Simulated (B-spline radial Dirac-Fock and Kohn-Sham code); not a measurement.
I: input and output of one calculation

ΔSCF core binding energies without Breit or QED terms, calculated with an atomic code on a B-spline grid. Keys: rel is the Hamiltonian (dirac, or spin-free x2c and nr, where L3 and M5 stand for the whole 2p and 3d shells), method is hf or an exchange,correlation pair (spin-unpolarised, also for the hole states), nuc the nuclear model, radius_factor scales its radius, rmax is the box in bohr, h the logarithmic mesh step, order the B-spline order, points the quadrature points per cell, c_factor scales the speed of light, and damp, ndamp, maxit and tol steer the iteration. The run stops when the commutator error falls below 10·tol·max(1, Z/10), or the numerical noise floor, and the energy has settled to about 1e-8 Ha; the virial ratio is −V/T.

Input (task.json):

```json
{"items": [{"Z": 53, "q": 0, "cfg": [[1, 0, 2], [2, 0, 2], [2, 1, 6], [3, 0, 2], [3, 1, 6], [3, 2, 10], [4, 0, 2], [4, 1, 6], [4, 2, 10], [5, 0, 2], [5, 1, 5]], "A": 127, "rrms": 4.75, "do": "settings", "holes": ["K", "L3", "M5"],
  "settings": [{"rel": "dirac", "method": "hf", "nuc": "fermi", "radius_factor": 1.0, "rmax": 45.0, "h": 0.3, "order": 8, "points": 10, "c_factor": 1.0, "maxit": 60, "damp": 0.2, "ndamp": 3, "tol": 1e-08}]}]}
```

Command: `python xray2_run.py task.json out`

Ground-state iterations:

```
iter   energy (Ha)        error
   1    -7112.73904042  1.79e+00
   2    -7114.75215765  2.39e-01
   3    -7115.71934910  6.94e-02
   4    -7115.78946514  1.92e-02
   5    -7115.79340667  1.05e-02
   6    -7115.79524095  5.08e-04
   7    -7115.79524593  5.93e-05
   8    -7115.79524598  8.48e-06
   9    -7115.79524598  1.39e-06
  10    -7115.79524598  1.68e-07
```

The ground state converged in 10 iterations, with total energy -7115.79525 Ha, virial ratio 1.94344 and highest orbital energy -10.58 eV. ΔSCF binding energies: K (1s) 33292.6 eV, L3 (2p3/2) 4574.9 eV, M5 (3d5/2) 628.4 eV.
